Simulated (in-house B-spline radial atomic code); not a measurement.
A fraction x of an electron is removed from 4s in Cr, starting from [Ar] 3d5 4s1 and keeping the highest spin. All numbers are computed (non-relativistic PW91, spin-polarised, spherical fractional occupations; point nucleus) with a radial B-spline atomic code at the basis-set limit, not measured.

```tsv
x	E(x) - E(0) (eV)	4s up level (eV)
0	0.0000	-4.423
0.11	0.5203	-5.039
0.14	0.6741	-5.209
0.28	1.4592	-6.010
0.39	2.1553	-6.649
0.5	2.9222	-7.295
0.52	3.0693	-7.414
0.64	4.0018	-8.129
0.76	5.0207	-8.854
0.99	7.2197	-10.277
1	7.3228	-
```

The exact functional would give a straight line between the two integer points. Deviations E(x) - E(0) - x[E(1) - E(0)], in eV: -0.285 at x = 0.11, -0.351 at x = 0.14, -0.591 at x = 0.28, -0.701 at x = 0.39, -0.739 at x = 0.5, -0.739 at x = 0.52, -0.685 at x = 0.64, -0.545 at x = 0.76, -0.03 at x = 0.99.

The curve lies below the straight line by up to 0.739 eV (at x = 0.5): convex, the delocalisation error that favours fractional charges.

**Question.** How well does Slater's transition state (minus the level at half occupation) give the ionisation energy?

**Answer.** It gives 7.295 eV against 7.323 eV from the two total energies; NIST lists 6.77 eV, ground level to ground level.
